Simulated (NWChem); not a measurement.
Program: NWChem. System: H₆Al₂O₂, charge 0, spin multiplicity 1, at a geometry optimised with PBE/def2-SVP. The structure started from a generated list of species. Level: M06-2X/def2-TZVP.

The NWChem input:

```
start mol
memory heap 200 mb stack 900 mb global 1100 mb
geometry units angstroms nocenter noautoz
  Al     0.000000     0.000000    -1.439844
  Al     0.000000     0.000000     1.439844
  O      0.068127    -1.224973     0.000000
  H     -0.422672    -2.064420     0.000000
  H     -1.392543    -0.185338    -2.204352
  H      1.392543     0.185338    -2.204352
  O     -0.068127     1.224973     0.000000
  H      0.422672     2.064420     0.000000
  H     -1.392543    -0.185338     2.204352
  H      1.392543     0.185338     2.204352
  symmetry group C2h
end
basis spherical
  * library def2-tzvp
end
dft
  xc m06-2x
  semidirect memsize 60000000 filesize 0
  iterations 100
  grid fine
end
task dft energy
```

Output (cleaned and shortened):

```
             Northwest Computational Chemistry Package (NWChem) 7.3.0
             --------------------------------------------------------

                                NWChem Input Module
                                -------------------

 Scaling coordinates for geometry "geometry" by  1.889725989
 (inverse scale =  0.529177249)

 Turning off AUTOSYM since
 SYMMETRY directive was detected!

                             Geometry "geometry" -> ""
                             -------------------------

 Output coordinates in angstroms (scale by  1.889725989 to convert to a.u.)

  No.       Tag          Charge          X              Y              Z
 ---- ---------------- ---------- -------------- -------------- --------------
    1 Al                  13.0000     0.00000000     0.00000000    -1.43984400
    2 Al                  13.0000     0.00000000     0.00000000     1.43984400
    3 O                    8.0000     0.06812700    -1.22497300     0.00000000
    4 H                    1.0000    -0.42267200    -2.06442000     0.00000000
    5 H                    1.0000    -1.39254300    -0.18533800    -2.20435200
    6 H                    1.0000     1.39254300     0.18533800    -2.20435200
    7 O                    8.0000    -0.06812700     1.22497300     0.00000000
    8 H                    1.0000     0.42267200     2.06442000     0.00000000
    9 H                    1.0000    -1.39254300    -0.18533800     2.20435200
   10 H                    1.0000     1.39254300     0.18533800     2.20435200

 Effective nuclear repulsion energy (a.u.)     221.4833020761

            Nuclear Dipole moment (a.u.)
            ----------------------------
        X                 Y               Z
 ---------------- ---------------- ----------------
    -0.0000000000    -0.0000000000     0.0000000000

      Symmetry information
      --------------------

 Group name             C2h
 Group number             21
 Group order               4
 No. of unique centers     4

      Symmetry unique atoms

     1    3    4    5


 Summary of "ao basis" -> "" (spherical)
 ------------------------------------------------------------------------------
       Tag                 Description            Shells   Functions and Types
 ---------------- ------------------------------  ------  ---------------------
 *                         def2-tzvp                  on all atoms

                                 NWChem DFT Module
                                 -----------------

 Summary of "ao basis" -> "ao basis" (spherical)
 ------------------------------------------------------------------------------
       Tag                 Description            Shells   Functions and Types
 ---------------- ------------------------------  ------  ---------------------
 Al                        def2-tzvp                13       37   5s5p2d1f
 O                         def2-tzvp                11       31   5s3p2d1f
 H                         def2-tzvp                 4        6   3s1p

 Summary of "ao basis" -> "ao basis" (spherical)
 ------------------------------------------------------------------------------
       Tag                 Description            Shells   Functions and Types
 ---------------- ------------------------------  ------  ---------------------
 Al                        def2-tzvp                13       37   5s5p2d1f
 O                         def2-tzvp                11       31   5s3p2d1f
 H                         def2-tzvp                 4        6   3s1p
[...]
 Requested integration accuracy:   0.10E-06
  Resetting Diis
 d= 0,ls=0.0,diis     6   -639.0574339690 -2.50D-06  5.88D-06  8.19D-07     7.4
 Grid integrated density:      47.999994623094
 Requested integration accuracy:   0.10E-06
 d= 0,ls=0.0,diis     7   -639.0574340537 -8.47D-08  1.09D-06  3.48D-08     8.3

         Total DFT energy =     -639.057434053739
      One electron energy =    -1326.838973480549
           Coulomb energy =      523.055062615832
    Exchange-Corr. energy =      -56.756825265119
 Nuclear repulsion energy =      221.483302076096

 Numeric. integr. density =       47.999994623094

     Total iterative time =      7.8s

                  Occupations of the irreducible representations
                  ----------------------------------------------

                     irrep           alpha         beta
                     --------     --------     --------
                     ag                8.0          8.0
                     au                5.0          5.0
                     bg                4.0          4.0
                     bu                7.0          7.0

                       DFT Final Molecular Orbital Analysis
                       ------------------------------------

 Vector   22  Occ=2.000000D+00  E=-3.874496D-01  Symmetry=au
              MO Center=  2.6D-14,  2.5D-14, -8.3D-14, r^2= 6.0D+00
   Bfn.  Coefficient  Atom+Function         Bfn.  Coefficient  Atom+Function
  ----- ------------  ---------------      ----- ------------  ---------------
     4      0.214359   1 Al s                41     -0.214359   2 Al s
    82      0.160624   3 O  pz              131      0.160624   7 O  pz
    17     -0.154231   1 Al pz               54     -0.154231   2 Al pz
    85      0.138034   3 O  pz              134      0.138034   7 O  pz
   113      0.126363   5 H  s               119      0.126363   6 H  s

 Vector   23  Occ=2.000000D+00  E=-3.424280D-01  Symmetry=bg
              MO Center= -2.3D-14, -3.2D-15,  1.7D-13, r^2= 6.9D+00
   Bfn.  Coefficient  Atom+Function         Bfn.  Coefficient  Atom+Function
  ----- ------------  ---------------      ----- ------------  ---------------
    15      0.218094   1 Al px               52     -0.218094   2 Al px
   113     -0.162271   5 H  s               119      0.162271   6 H  s
   162      0.162271   9 H  s               168     -0.162271  10 H  s
   114     -0.112719   5 H  s               120      0.112719   6 H  s
   163      0.112719   9 H  s               169     -0.112719  10 H  s

 Vector   24  Occ=2.000000D+00  E=-3.324811D-01  Symmetry=bu
              MO Center= -2.3D-15, -2.7D-15, -1.4D-13, r^2= 6.7D+00
   Bfn.  Coefficient  Atom+Function         Bfn.  Coefficient  Atom+Function
  ----- ------------  ---------------      ----- ------------  ---------------
    15      0.197744   1 Al px               52      0.197744   2 Al px
   113     -0.153910   5 H  s               119      0.153910   6 H  s
   162     -0.153910   9 H  s               168      0.153910  10 H  s
   114     -0.136668   5 H  s               120      0.136668   6 H  s
   163     -0.136668   9 H  s               169      0.136668  10 H  s

 Vector   25  Occ=0.000000D+00  E=-2.176258D-04  Symmetry=bu
              MO Center=  1.8D-14,  6.3D-14, -6.9D-14, r^2= 8.3D+00
   Bfn.  Coefficient  Atom+Function         Bfn.  Coefficient  Atom+Function
  ----- ------------  ---------------      ----- ------------  ---------------
    19      0.570204   1 Al py               56      0.570204   2 Al py
    79      0.434926   3 O  s               128     -0.434926   7 O  s
    16      0.179462   1 Al py               53      0.179462   2 Al py
   108     -0.172912   4 H  s               157      0.172912   8 H  s
    87     -0.122876   3 O  py              136     -0.122876   7 O  py

 Vector   26  Occ=0.000000D+00  E= 3.158105D-02  Symmetry=ag
              MO Center= -2.6D-14, -1.2D-13, -1.1D-13, r^2= 7.6D+00
   Bfn.  Coefficient  Atom+Function         Bfn.  Coefficient  Atom+Function
  ----- ------------  ---------------      ----- ------------  ---------------
    79      0.798292   3 O  s               128      0.798292   7 O  s
   108     -0.710607   4 H  s               157     -0.710607   8 H  s
    20     -0.399919   1 Al pz               57      0.399919   2 Al pz
     5     -0.163278   1 Al s                42     -0.163278   2 Al s
    87     -0.152468   3 O  py              136      0.152468   7 O  py

 Vector   27  Occ=0.000000D+00  E= 4.258155D-02  Symmetry=bg
              MO Center=  1.0D-14, -9.6D-14,  6.8D-14, r^2= 9.7D+00
   Bfn.  Coefficient  Atom+Function         Bfn.  Coefficient  Atom+Function
  ----- ------------  ---------------      ----- ------------  ---------------
    19      1.007755   1 Al py               56     -1.007755   2 Al py
    88     -0.298798   3 O  pz              137      0.298798   7 O  pz
    16      0.176817   1 Al py               53     -0.176817   2 Al py
    82     -0.110617   3 O  pz              131      0.110617   7 O  pz
    85     -0.081170   3 O  pz              134      0.081170   7 O  pz

 center of mass
 --------------
 x =   0.00000000 y =   0.00000000 z =   0.00000000

 moments of inertia (a.u.)
 ------------------
         672.052174622054          -0.462715772934           0.000000000000
          -0.462715772934         499.193136925128           0.000000000000
           0.000000000000           0.000000000000         232.324210247202

     Multipole analysis of the density
     ---------------------------------

     L   x y z        total         alpha         beta         nuclear
     -   - - -        -----         -----         ----         -------
     0   0 0 0     -0.000000    -24.000000    -24.000000     48.000000

     1   1 0 0     -0.000000     -0.000000     -0.000000     -0.000000
     1   0 1 0      0.000000      0.000000      0.000000     -0.000000
     1   0 0 1     -0.000000     -0.000000     -0.000000      0.000000

     2   2 0 0    -34.615034    -31.927933    -31.927933     29.240831
     2   1 1 0      2.004674     -1.572846     -1.572846      5.150367
     2   1 0 1      0.000000      0.000000      0.000000      0.000000
     2   0 2 0    -20.949705    -68.808192    -68.808192    116.666679
     2   0 1 1     -0.000000     -0.000000     -0.000000      0.000000
     2   0 0 2    -35.467839   -148.682331   -148.682331    261.896823

 Task  times  cpu:        8.3s     wall:        8.3s

 Total times  cpu:        8.3s     wall:        8.3s
```
